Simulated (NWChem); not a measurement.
# C2H4GeO; SMILES C1[O][GeH2][CH]=1

```xyz
8

C      0.0187    -1.5838     0.0000
C      1.1546    -0.8492     0.0000
Ge     0.0054     0.6884     0.0000
O     -1.1055    -0.8304     0.0000
H     -0.1176    -2.6740     0.0000
H      2.1962    -1.1597     0.0000
H     -0.2240     1.5228    -1.2705
H     -0.2240     1.5228     1.2705
```
Atoms are numbered in this order, from 1.

All runs: NWChem. Pople sets run with spherical d functions. Structure relaxed at the PBE0/def2-SVP level. Ions are spin-unrestricted doublets at the neutral geometry; other ion states weren't tried. Functional: LC-ωPBE (HJS hole) with 6-31G*; the question gives the range parameter ω in 1/bohr.

### Question
Predict the results for range parameter (1/bohr) 0.20. Quantities: vertical ionisation energy, ΔSCF (eV); −ε(HOMO) (eV).

### Answer
```
Quantity                               Result
-------------------------------------  ------
vertical ionisation energy, ΔSCF (eV)    8.59
−ε(HOMO) (eV)                            7.66
```
